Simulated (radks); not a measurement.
Values are calculated unless marked as measured or tabulated.
These are the eigenvalues of the occupied orbitals of an atom or ion with whole-number occupations (hartree). Code: a radial shooting solver on a logarithmic mesh with Libxc functionals. Model: non-relativistic Kohn-Sham, PBE, spin-polarised, spherical densities, point nucleus.

| orbital | eigenvalue |
|---|---|
| 1s | -1307.051 |
| 2s | -201.0022 |
| 2p | -189.6589 |
| 3s | -42.40377 |
| 3p | -37.55263 |
| 3d | -28.52463 |
| 4s | -8.28252 |
| 4p | -6.51159 |
| 4d | -3.43300 |
| 5s | -1.15404 |
| 5p | -0.69640 |
| 6s | -0.11519 |

Which element is it, and in what charge state? The configuration may be excited. Open shells, if any, are filled with parallel spins first.

Answer. Z = 56, barium, charge 0: Ba in [Xe] 6s2. The list shows which subshells hold electrons but not how many an open one holds; the 1s level, -1307.1 hartree, gives Z - s = 51.1 by -(Z - s)^2/2, which with screening narrows Z to a few neighbours, and the depths of the outer levels then fix element, charge and occupations together.
